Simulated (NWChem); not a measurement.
**Correlation energy of H₄Al (-1)**

```
Al
H 1 1.6464
H 1 1.6464 2 109.47
H 1 1.6464 2 109.47 3 -120.00
H 1 1.6464 2 109.47 3 120.00
```
Charge -1, spin multiplicity 1.

All runs are NWChem calculations. Structure: optimised with B3LYP/def2-SVP, a minimum by its harmonic frequencies.

Basis set: aug-cc-pVDZ. Each correlation energy counts from its own Hartree-Fock reference.

The correlated methods keep 5 core orbitals frozen. The structure started from a generated list of species. The anion's geometry comes from a basis without diffuse functions. Coupled-cluster values serve here as a point of comparison, not as the truth.

Task: Order these methods by the correlation energy they give, lowest first: MP2, SCS-MP2, CR-CCSD[T], CCSD.

Result: CR-CCSD[T] (-148.1 mHa), CCSD (-146.0 mHa), SCS-MP2 (-128.2 mHa), MP2 (-112.8 mHa)
